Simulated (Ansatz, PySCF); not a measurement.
Mo(O)2(F)(NH2) (FH₂MoNO₂), SMILES [NH2][Mo](=[O])(=[O])[F], multiplicity 1.

The structure is a stationary point at B3LYP-D3(BJ)/def2-SVP. The multiplicity is an assumed one; no other spin state was optimised. The structure was generated by enumeration; whether it is a known compound was not checked. The def2 effective core potentials stand for the cores of Mo; spin–orbit coupling is left out. Other conformers were not sampled.

Vertical ionisation energy (IE) and electron affinity (EA) in eV. Rows of orbital energies are one-electron estimates. Where ΔSCF, EOM or ADC give a negative EA the extra electron is unbound and the value depends on the basis.

| level | IE | EA |
|---|---|---|
| −ε(HOMO), −ε(LUMO), HF/def2-TZVP (PySCF) | 12.49 | -1.00 |
| −ε(HOMO), −ε(LUMO), PBE/def2-TZVP (PySCF) | 7.51 | 3.22 |
| ΔSCF, PBE0/def2-SVPD (Ansatz), final states of multiplicity 2 and 2 | 11.10 | 0.53 |
| ΔSCF, PBE/def2-SVPD (Ansatz), final states of multiplicity 2 and 2 | 10.86 | 0.07 |

Q: What vertical singlet–triplet gap does ΔSCF give with PBE0/def2-SVPD (Ansatz, an electronic-structure program) and with PBE/def2-SVPD (Ansatz)? (Estimate from the structure and the level; the computed values follow.)

A: 4.05 and 4.28 eV (triplet above singlet where positive).
